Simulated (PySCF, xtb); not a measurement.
C₃H₉BN₂, SMILES C=CCB(N)N.

GFN2-xTB run with xtb at its own geometry gives an orbital gap of 5.06 eV and a dipole moment of 2.06 D.

Coordinates come from a TPSSh-D3(BJ)/def2-SVP optimisation. The structure was generated by enumeration, and PubChem lists no compound with its InChIKey, so it may never have been made. The values are those of a single conformer.

Q: What does PySCF with ωB97X/def2-TZVP give? (The exact figures need the calculation; the answer reports its results.)

A: gap 11.91 eV (levels -9.25 and 2.67 eV), dipole 1.59 D.
